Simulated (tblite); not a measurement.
Q: What does the GFN2-xTB structure of `C=C(C)C1=C(F)[Si@@H](OC)C1` look like in three dimensions?

A: 
```
atom  x, y, z in Å
C1    -2.853   -1.035    0.594
C2    -2.141    0.036    0.239
C3    -2.742    1.410    0.201
C4    -0.747   -0.081   -0.126
C5     0.167    0.840   -0.493
F6    -0.025    2.177   -0.618
Si7    1.572   -0.391   -0.791
O8     2.794   -0.509    0.259
C9     4.030    0.146    0.270
C10    0.052   -1.372   -0.176
H11   -2.424   -2.021    0.623
H12   -3.892   -0.957    0.866
H13   -2.204    2.074    0.876
H14   -2.660    1.828   -0.801
H15   -3.789    1.384    0.489
H16    2.010   -0.511   -2.179
H17    3.896    1.218    0.422
H18    4.561   -0.011   -0.672
H19    4.618   -0.266    1.090
H20   -0.369   -2.093   -0.871
H21    0.136   -1.850    0.797
```

Any rigid rotation of these coordinates is as good. Atoms count from 1 in this order. The C–C distances run from 1.334 Å (C1=C2, drawn double) to 1.518 Å (C4–C10, drawn single), a spread of 0.184 Å. The 4-membered ring C4–C5–Si7–C10 has internal angles of 72.1° to 102.4° (sum 360°, against 360° for a flat polygon); it is almost planar, 0.01 Å rms from its mean plane, widest ring torsion 2°. Of the pairs four or more bonds apart, C10···H11 is among the closest relative to their van der Waals radii: 2.68 Å, 92 % of the sum of Bondi's values. Si7 (oxygen-bound silicon) has angles from 72.1° to 120.5°.

Bonds between heavy atoms (Å): C1=C2 1.334, C2–C3 1.500, C2–C4 1.447, C4=C5 1.348, C5–F6 1.357, C5–Si7 1.892, Si7–O8 1.615, O8–C9 1.399, Si7–C10 1.911, C4–C10 1.518.

The geometry is computed with GFN2-xTB (gas phase).

Point group: C1 (no symmetry element, even within 0.4 Å). Its GFN2-xTB frequencies are all real (lowest 44 cm⁻¹). The numbers are those of one conformer (C1–C2–C4–C5 -179°, C5–Si7–O8–C9 -92°).
